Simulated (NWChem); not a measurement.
System: C₂H₄O₃Si; SMILES C=C1O[SiH](O)O1

Here is an NWChem input.

```
start job
memory heap 200 mb stack 900 mb global 1100 mb
geometry units angstroms noautosym nocenter noautoz
  C      0.311678     2.502081     0.000000
  C      0.046436     1.189115     0.000000
  O     -0.124779     0.355740     1.101910
  Si    -0.439030    -0.926150     0.000000
  O      0.585622    -2.216503     0.000000
  O     -0.124779     0.355740    -1.101910
  H      0.417386     3.032988     0.953011
  H      0.417386     3.032988    -0.953011
  H     -1.801302    -1.508894     0.000000
  H      1.540794    -2.021593     0.000000
end
basis spherical
  * library 6-31g*
end
dft
  xc xpbe96 cpbe96
  iterations 150
end
cosmo
  do_cosmo_smd true
  solvent water
end
task dft energy
```

Parts of the log:

```
             Northwest Computational Chemistry Package (NWChem) 7.3.0
             --------------------------------------------------------

                             Geometry "geometry" -> ""
                             -------------------------

 Output coordinates in angstroms (scale by  1.889725989 to convert to a.u.)

  No.       Tag          Charge          X              Y              Z
 ---- ---------------- ---------- -------------- -------------- --------------
    1 C                    6.0000     0.31167800     2.50208100     0.00000000
    2 C                    6.0000     0.04643600     1.18911500     0.00000000
    3 O                    8.0000    -0.12477900     0.35574000     1.10191000
    4 Si                  14.0000    -0.43903000    -0.92615000     0.00000000
    5 O                    8.0000     0.58562200    -2.21650300     0.00000000
    6 O                    8.0000    -0.12477900     0.35574000    -1.10191000
    7 H                    1.0000     0.41738600     3.03298800     0.95301100
    8 H                    1.0000     0.41738600     3.03298800    -0.95301100
    9 H                    1.0000    -1.80130200    -1.50889400     0.00000000
   10 H                    1.0000     1.54079400    -2.02159300     0.00000000

 Effective nuclear repulsion energy (a.u.)     304.8081958351

  pbe96 is a nonlocal functional; adding pw91lda local functional.

                                 NWChem DFT Module
                                 -----------------

 Summary of "ao basis" -> "ao basis" (spherical)
 ------------------------------------------------------------------------------
       Tag                 Description            Shells   Functions and Types
 ---------------- ------------------------------  ------  ---------------------
 C                           6-31g*                  6       14   3s2p1d
 O                           6-31g*                  6       14   3s2p1d
 Si                          6-31g*                  8       18   4s3p1d
 H                           6-31g*                  2        2   2s

 in cosmo_initialize ...
 calling solv_data for solv:h2o

 solvent parameters
 solvname_short: h2o
 solvname_long:  water
 dielec:       78.4000
 dielecinf:     1.7769
 aqueous SMD model solvent descriptors
 dielec:       78.4000
 sola:          0.8200

[...]

                                COSMO-SMD solvation results
                                ---------------------------

             internal energy in gas <Psi(g)|H|Psi(g)> =      -593.345150024395
         internal energy in solvent <Psi(s)|H|Psi(s)> =      -593.343386537687
                               delta internal energy  =         0.001763486708 (    1.11 kcal/mol)
   total free energy in solvent <Psi(s)|H+V/2|Psi(s)> =      -593.360596773214
 polarization energy contribution <Psi(s)|V/2|Psi(s)> =        -0.017210235527 (  -10.80 kcal/mol)
    total free energy in solvent including G(SMD-CDS) =      -593.354991907652
                       G(SMD-CDS) energy contribution =         0.005604865562 (    3.52 kcal/mol)
     1 M fixed-concentration free energy of solvation =        -0.009841883257 (   -6.18 kcal/mol)

                       DFT Final Molecular Orbital Analysis
                       ------------------------------------

 Vector   25  Occ=2.000000D+00  E=-2.998482D-01
              MO Center= -2.4D-02,  1.8D-01, -2.2D-08, r^2= 2.4D+00
   Bfn.  Coefficient  Atom+Function         Bfn.  Coefficient  Atom+Function
  ----- ------------  ---------------      ----- ------------  ---------------
    33      0.379486   3 O  pz               79      0.379486   6 O  pz
    37      0.264468   3 O  pz               83      0.264468   6 O  pz
    31      0.206798   3 O  px               77     -0.206798   6 O  px
    65      0.173504   5 O  pz               35      0.151609   3 O  px
    81     -0.151609   6 O  px               51     -0.132205   4 Si pz

 Vector   26  Occ=2.000000D+00  E=-2.865338D-01
              MO Center= -7.6D-02,  4.6D-02,  2.6D-08, r^2= 2.5D+00
   Bfn.  Coefficient  Atom+Function         Bfn.  Coefficient  Atom+Function
  ----- ------------  ---------------      ----- ------------  ---------------
    31      0.386969   3 O  px               77     -0.386969   6 O  px
    35      0.293715   3 O  px               81     -0.293715   6 O  px
    65     -0.231127   5 O  pz               69     -0.163424   5 O  pz
    32     -0.159271   3 O  py               78      0.159271   6 O  py
    33     -0.120593   3 O  pz               79     -0.120593   6 O  pz

 Vector   27  Occ=2.000000D+00  E=-1.995944D-01
              MO Center=  1.4D-01,  1.7D+00,  4.3D-10, r^2= 2.4D+00
   Bfn.  Coefficient  Atom+Function         Bfn.  Coefficient  Atom+Function
  ----- ------------  ---------------      ----- ------------  ---------------
     3      0.419081   1 C  px                7      0.348418   1 C  px
    17      0.291415   2 C  px               31     -0.224683   3 O  px
    77     -0.224683   6 O  px               35     -0.174623   3 O  px
    81     -0.174623   6 O  px               21      0.163524   2 C  px
    94     -0.105156   9 H  s                53     -0.089860   4 Si px

 Vector   28  Occ=0.000000D+00  E=-1.542209D-02
              MO Center= -4.5D-01, -9.1D-01,  1.9D-09, r^2= 3.8D+00
   Bfn.  Coefficient  Atom+Function         Bfn.  Coefficient  Atom+Function
  ----- ------------  ---------------      ----- ------------  ---------------
    55      0.740929   4 Si pz               51      0.541665   4 Si pz
    34     -0.382672   3 O  s                80      0.382672   6 O  s
    69     -0.252933   5 O  pz               65     -0.247366   5 O  pz
    19      0.205943   2 C  pz               90     -0.193554   7 H  s
    92      0.193554   8 H  s                47     -0.176941   4 Si pz

[...]
```

Level: PBE/6-31G* (spherical d), SMD on the gas-phase geometry. Coordinates come from a PBE-D3(BJ)/def2-SVP optimisation. Solvent: water.
